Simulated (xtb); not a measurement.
xtb input (GFN1-xTB):

```bash
xtb mol.xyz --gfn 1 --sp --chrg 1 --uhf 0
```
mol.xyz:
```
4

Ti    -0.06702631     0.08935884     0.23548901
F     -1.28122405    -1.00989402    -0.21650794
F     -0.00338462     1.44645538    -0.78488984
F      1.44845075    -0.65499409     0.42575799
```

End of the output:

```
         :::::::::::::::::::::::::::::::::::::::::::::::::::::
         ::                     SUMMARY                     ::
         :::::::::::::::::::::::::::::::::::::::::::::::::::::
         :: total energy             -16.197337880315 Eh    ::
         :: gradient norm              0.019563688021 Eh/a0 ::
         :: HOMO-LUMO gap              3.200772682891 eV    ::
         ::.................................................::
         :: SCC energy               -16.224428908637 Eh    ::
         :: -> electrostatic           0.232383834133 Eh    ::
         :: repulsion energy           0.027700999356 Eh    ::
         :: dispersion energy         -0.000609971034 Eh    ::
         :: halogen bond corr.         0.000000000000 Eh    ::
         :: add. restraining           0.000000000000 Eh    ::
         :: total charge               1.000000000000 e     ::
         :::::::::::::::::::::::::::::::::::::::::::::::::::::

           -------------------------------------------------
          |                Property Printout                |
           -------------------------------------------------

    * Orbital Energies and Occupations

         #    Occupation            Energy/Eh            Energy/eV
      -------------------------------------------------------------
         1        2.0000           -1.2592321             -34.2654
         2        2.0000           -1.1679026             -31.7802
Note: The following floating-point exceptions are signalling: IEEE_UNDERFLOW_FLAG IEEE_DENORMAL
normal termination of xtb
         3        2.0000           -1.1679025             -31.7802
         4        2.0000           -0.9100672             -24.7642
         5        2.0000           -0.8767407             -23.8573
         6        2.0000           -0.8658438             -23.5608
         7        2.0000           -0.8658437             -23.5608
         8        2.0000           -0.8555895             -23.2818
         9        2.0000           -0.8555894             -23.2818
        10        2.0000           -0.8551569             -23.2700
        11        2.0000           -0.8551568             -23.2700
        12        2.0000           -0.8502973             -23.1378 (HOMO)
        13                         -0.7326711             -19.9370 (LUMO)
        14                         -0.6919185             -18.8281
        15                         -0.6919185             -18.8281
        16                         -0.6543233             -17.8050
        17                         -0.6543233             -17.8050
        18                         -0.6167387             -16.7823
        19                         -0.3769373             -10.2570
        20                         -0.3769373             -10.2570
        21                         -0.3730555             -10.1514
      -------------------------------------------------------------
                  HL-Gap            0.1176262 Eh            3.2008 eV
             Fermi-level           -0.7914842 Eh          -21.5374 eV

  Mulliken/CM5 charges         n(s)   n(p)   n(d)
     1Ti    1.33442  1.81862   0.960  1.069  0.637
     2F    -0.11147 -0.27287   1.676  5.436  0.000
     3F    -0.11147 -0.27287   1.676  5.436  0.000
     4F    -0.11147 -0.27287   1.676  5.436  0.000

Wiberg/Mayer (AO) data.
largest (>0.10) Wiberg bond orders for each atom

 ---------------------------------------------------------------------------
     #   Z sym  total        # sym  WBO       # sym  WBO       # sym  WBO
 ---------------------------------------------------------------------------
     1  22 Ti   3.925 --     3 F    1.308     4 F    1.308     2 F    1.308
     2   9 F    1.495 --     1 Ti   1.308
     3   9 F    1.495 --     1 Ti   1.308
     4   9 F    1.495 --     1 Ti   1.308
 ---------------------------------------------------------------------------

Topologies differ in total number of bonds
Writing topology from bond orders to xtbtopo.mol

 dipole moment from electron density (au)
     X       Y       Z
  -0.3541   0.4721   1.2440  total (Debye):    3.500

           -------------------------------------------------
          | TOTAL ENERGY              -16.197337880315 Eh   |
          | GRADIENT NORM               0.019563688021 Eh/α |
          | HOMO-LUMO GAP               3.200772682891 eV   |
           -------------------------------------------------

------------------------------------------------------------------------
------------------------------------------------------------------------
 total:
 SCF:
```
